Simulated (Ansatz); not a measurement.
Ideal-gas functions of gallium trichloride (monomer), Cl₃Ga at 500 K and 1 bar, from an Ansatz frequency run at PBE0-D4/def2-TZVP.

Molar mass 176.08 g/mol, point group D3h (symmetry number 6), electronic degeneracy 1, moments of inertia 237.092, 237.131, 474.223 u Å². Harmonic wavenumbers (cm⁻¹, unscaled): 123, 124, 139, 381, 471, 471.

Use S(trans) = R[1.5 ln M + 2.5 ln T − 1.1517]; rotational temperatures θ = 24.2544 K / I; S(rot) = R[ln(√π/σ · √(T³/θAθBθC)) + 1.5]; for each mode x = 1.438777 ν̃/T, S = R[x/(eˣ − 1) − ln(1 − e⁻ˣ)] and H = RT x/(eˣ − 1); 1 cm⁻¹ = 0.0119627 kJ/mol; R = 8.31446 J/(mol·K).

Question: By hand: the entropy, in J/(mol·K).

Answer: Translation 184.1. Rotation: θ = 0.1023, 0.1023, 0.0511 K, giving 111.2. Vibration, mode by mode: 16.99, 16.93, 15.99, 7.95, 6.40, 6.40, in all 70.7. Electronic 0.0. Sum 366.0 J/(mol·K).

Question: By hand: H − E and G − E in kJ/mol, counted from the electronic energy.

Answer: Zero-point energy ½ × 1709 × 0.0119627 = 10.2; thermal vibration 16.5; translation, rotation and pV give 4 RT = 16.6. H − E = 43.3 kJ/mol, and G − E = 43.3 − 500 × 366.0/1000 = -139.7 kJ/mol.

Vibration gives 19 % of the entropy, 49.9 J/(mol·K) of it from the modes under 150 cm⁻¹: soft modes count most, and the harmonic formula is weakest for them.
